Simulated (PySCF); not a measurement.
# Substituent effects on chemical shifts

Parent skeleton `[CH2:1]1[CH2:2][SiH2:3]1`; one hydrogen on atom 3 is replaced by X. Hydrogens on one atom are averaged.

Calculated, not measured (PySCF 2.14.0 with density-fitted response routines): coordinates at the PBE0-D3(BJ)/def2-SVP level, NMR shieldings at PBE0/pcSseg-1/GIAO. Non-relativistic Hamiltonian, one conformer, no solvent, one averaged value for each set of equivalent atoms.

Referencing at the same level of theory: TMS for ¹³C (σref 184.41) and ²⁹Si (σref 351.99) and ¹H (σref 31.27).

Parent (X = H): C1/C2 -9.7, Si3 -147.8, H(C1)/H(C2) 0.50, H(Si3) 2.54 ppm. Effects are Δδ = δ(X) − δ(H), positive for deshielding.

Order these by the shift of Si3, most shielded first.
A. X = NHCHO
B. X = N=CH2
C. X = vinyl
D. X = 4-pyridyl
E. X = 2-furyl
F. X = COCH3

## Answers

F (+11.3 ppm), E (+16.6 ppm), C (+22.0 ppm), D (+32.7 ppm), A (+49.9 ppm), B (+58.0 ppm).
